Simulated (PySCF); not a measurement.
trans-dichloroethylene (C₂H₂Cl₂), SMILES Cl/C=C/Cl. Atoms are numbered in the order given.

```xyz
6

Cl    -0.0505     2.1576     0.0000
C      0.4457     0.4977     0.0000
C     -0.4457    -0.4977     0.0000
Cl     0.0505    -2.1576     0.0000
H      1.5256     0.3421     0.0000
H     -1.5256    -0.3421     0.0000
```
Charge 0, spin multiplicity 1.

Geometry: TPSSh-D3(BJ)/def2-SVP.

All values below come from PBE/def2-TZVPD (PySCF).

Gas-phase values at a fixed geometry.

Task: Estimate the frontier levels, gap, dipole moment and polarisability. (An estimate is asked for; the answer gives what the named calculation found.)

Result: 
| Property | Result |
|---|---|
| highest occupied level | -6.26 eV |
| lowest empty level | -1.78 eV |
| orbital gap | 4.48 eV |
| dipole moment | 0.00 D |
| quadrupole, principal values (traceless, Buckingham form, about the centre of nuclear charge) | -2.98, -1.59, 4.56 D·Å |
| mean static polarisability | 58.8 bohr³ (8.71 Å³) |
| polarisability, principal values | 39.7, 47.9, 88.7 bohr³ |
